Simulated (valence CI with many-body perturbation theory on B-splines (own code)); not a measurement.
Te37+: magnetic and hyperfine properties of the levels

Computed by valence CI with perturbative core correlation (CI+MBPT): five valence electrons over a frozen Dirac-Fock core [Ne], a basis of 11 s, 11 p, 10 d, 8 f, 5 g, 2 h functions for each j, with the one-electron correlation potential Σ1, the two-electron term Σ2, the three-electron term Σ3, Breit, model QED; selected CI, second order for the rest, scaled by the run's own slope (own B-spline code, finite nucleus).

No measured spectrum was set against this ion. As an estimate, large intervals hold to a few tenths of a per cent, small ones and those within an open d or f shell to about a per cent. Among the levels kept, up to 4700 cm⁻¹ of a level comes from second order outside the variational space, and about a tenth of that is noise between levels of different J, which matters for small intervals.

A/g_I is the dipole constant over the nuclear g factor μ/I (μ in nuclear magnetons, uniformly magnetised nucleus), B/Q the quadrupole constant per barn. Both hold the static response of the core; the bare values leave it out. Large factors of s and p1/2 electrons are usually good to 5 to 10 %; those of open d and f shells near neutrality can be off by tens of per cent, and small factors of p3/2, d and f electrons come from cancelling terms and can be off by a factor of two or in sign, in half-filled shells by more. B is blank for J = 1/2, where it vanishes, and for nearly pure S terms. Energies count from the lowest level.

Levels are named by their leading jj configuration (3d3/2^4 stands for four electrons in 3d with j = 3/2), which in mixed levels can hold well under half, so a name can repeat and another be missing. Letters in brackets count levels of one name in rising energy.

```csv
Level,E (cm⁻¹),g,A/g_I (MHz),A/g_I bare,B/Q (MHz/b),B/Q bare
(3s^2 3p1/2^2 3p3/2) J=3/2,0,1.412,56300,56400,99000,97200
(3s^2 3p1/2 3p3/2^2) J=3/2,472970,1.428,-643,887,25100,24600
(3s^2 3p1/2 3p3/2^2) J=5/2,535550,1.194,126000,124000,-338,-328
(3s^2 3p1/2 3p3/2^2) J=1/2,612620,0.658,384000,374000,,
(3s^2 3p3/2^3) J=3/2,1093500,1.279,63700,63300,-124000,-122000
(3s^2 3p1/2^2 3d3/2) J=3/2,1160600,0.801,23100,24200,3940,4950
(3s 3p1/2^2 3p3/2^2) J=5/2,1237800,1.450,202000,199000,12900,13000
(3s^2 3p1/2^2 3d5/2) J=5/2,1386900,1.236,78600,77900,52000,52000
(3s 3p1/2^2 3p3/2^2) J=1/2,1438000,2.238,1000000,976000,,
(3s 3p1/2^2 3p3/2^2) J=3/2,1449600,1.157,-90700,-86200,-28400,-27800
(3s^2 3p1/2 3p3/2 3d3/2) J=5/2 [a],1634300,0.965,98900,97600,-20300,-19500
(3s^2 3p1/2 3p3/2 3d3/2) J=3/2 [a],1638200,0.941,85600,84900,-70500,-69200
(3s^2 3p1/2 3p3/2 3d3/2) J=1/2 [a],1644400,0.243,133000,131000,,
(3s^2 3p1/2 3p3/2 3d3/2) J=7/2,1692800,1.081,90100,89300,78300,77700
(3s^2 3p1/2 3p3/2 3d5/2) J=3/2 [a],1715900,1.465,110000,109000,-59200,-57900
(3s^2 3p1/2 3p3/2 3d5/2) J=7/2 [a],1758600,1.307,-7420,-5640,123000,122000
(3s^2 3p1/2 3p3/2 3d5/2) J=5/2 [a],1771700,1.184,168000,165000,-108000,-106000
(3s^2 3p1/2 3p3/2 3d5/2) J=9/2,1822800,1.211,67800,67500,87400,87300
(3s^2 3p1/2 3p3/2 3d3/2) J=5/2 [b],1838400,1.308,39400,40300,58200,57300
(3s^2 3p1/2 3p3/2 3d3/2) J=1/2 [b],1867300,1.455,207000,202000,,
(3s^2 3p1/2 3p3/2 3d3/2) J=3/2 [b],1876200,1.240,2500,4340,4590,4160
(3s 3p1/2 3p3/2^3) J=3/2 [a],1908100,1.205,15800,17200,-63400,-62100
(3s^2 3p1/2 3p3/2 3d5/2) J=7/2 [b],1941100,1.076,77600,76700,43700,44000
(3s^2 3p1/2 3p3/2 3d5/2) J=1/2 [a],1949200,1.675,-114000,-107000,,
(3s^2 3p1/2 3p3/2 3d5/2) J=5/2 [b],1950100,1.154,87800,86700,-13500,-12500
(3s^2 3p1/2 3p3/2 3d5/2) J=3/2 [b],2006300,1.011,110000,108000,-10400,-10000
(3s^2 3p1/2 3p3/2 3d5/2) J=5/2 [c],2016400,1.233,122000,121000,-39300,-38300
(3s 3p1/2 3p3/2^3) J=3/2 [b],2087800,1.179,121000,119000,24800,24400
(3s^2 3p1/2 3p3/2 3d5/2) J=1/2 [b],2120500,1.172,-70300,-67200,,
(3s^2 3p3/2^2 3d5/2) J=7/2,2307600,1.265,34000,34600,24000,24000
(3s^2 3p3/2^2 3d5/2) J=1/2,2318100,1.133,145000,142000,,
(3s^2 3p3/2^2 3d5/2) J=9/2,2331600,1.223,36600,37000,78900,78800
(3s^2 3p3/2^2 3d3/2) J=5/2,2342000,1.197,85200,84600,-27500,-27200
(3s^2 3p3/2^2 3d3/2) J=3/2 [a],2347500,1.166,31000,31700,-38700,-38500
(3s^2 3p3/2^2 3d3/2) J=1/2,2347800,1.730,63900,63900,,
(3s^2 3p3/2^2 3d3/2) J=7/2,2370200,1.086,49900,50000,11500,12700
(3s 3p1/2^2 3p3/2 3d3/2) J=5/2 [a],2414500,1.354,193000,190000,24500,23800
(3s 3p1/2^2 3p3/2 3d3/2) J=3/2 [a],2423700,1.439,173000,171000,-5370,-5920
(3s 3p1/2^2 3p3/2 3d3/2) J=1/2 [a],2426800,2.756,616000,604000,,
(3s 3p1/2^2 3p3/2 3d3/2) J=7/2,2443000,1.382,185000,183000,65800,65100
```

Take the isotope of mass number 123, with I = 1/2, μ = -0.7358 μN. What is the hyperfine structure of (3s^2 3p1/2^2 3d3/2) J=3/2?

From the table A = -34000 MHz. Shifts from the centre of gravity in MHz: F = 1: 42500, F = 2: -25500.
